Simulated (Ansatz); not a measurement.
One change: `[F][Sn]([F])([I])[I]` becomes `[F][Ge]([F])([I])[I]`.

Ansatz, PBE0-D4/def2-TZVP geometries, multiplicity 1. 

Elements past krypton have def2 core potentials. Scalar relativity is left out up to krypton.

```json
{"property": "LUMO energy (ωB97M-V/def2-TZVPP) / eV", "`[F][Sn]([F])([I])[I]`": "-1.60"}
{"property": "size of the dipole moment (PBE/def2-TZVPP) / D", "`[F][Sn]([F])([I])[I]`": "2.66"}
{"property": "zero-point energy (PBE0-D4/def2-TZVP) / kJ/mol", "`[F][Sn]([F])([I])[I]`": "13.8"}
{"property": "HOMO energy (B3LYP/def2-TZVPP) / eV", "`[F][Sn]([F])([I])[I]`": "-8.24"}
{"property": "LUMO energy (PBE0/def2-TZVPP) / eV", "`[F][Sn]([F])([I])[I]`": "-3.49"}
{"property": "ideal-gas entropy at 298 K and 1 bar (rigid rotor, harmonic PBE0-D4/def2-TZVP) / J/(mol·K)", "`[F][Sn]([F])([I])[I]`": "402"}
```

**Question.** Give the same properties after the change, and the shifts. (An estimate is asked.)

**Answer.** The calculation gave: 
| property | `[F][Ge]([F])([I])[I]` | shift |
| --- | --- | --- |
| LUMO energy (ωB97M-V/def2-TZVPP) / eV | -0.88 | 0.72 |
| size of the dipole moment (PBE/def2-TZVPP) / D | 2.05 | -0.61 |
| zero-point energy (PBE0-D4/def2-TZVP) / kJ/mol | 16.6 | 2.8 |
| HOMO energy (B3LYP/def2-TZVPP) / eV | -8.06 | 0.18 |
| LUMO energy (PBE0/def2-TZVPP) / eV | -2.77 | 0.72 |
| ideal-gas entropy at 298 K and 1 bar (rigid rotor, harmonic PBE0-D4/def2-TZVP) / J/(mol·K) | 383 | -19 |

With PBE0 the HOMO rises by 0.18 eV and the LUMO rises by 0.72 eV, so the gap widens by about 0.54 eV. PBE moves the HOMO by 0.17 eV and ωB97M-V by 0.18 eV. Dipoles are sizes alone; their direction can turn. Modes under 60 cm⁻¹, often nearly free rotors, make the harmonic entropy too high.

B3LYP here is the variant with VWN-RPA as its local correlation; programs differ in this.

Spin–orbit coupling is left out; it splits and shifts lone-pair levels of the heavy atoms by tenths of an eV.
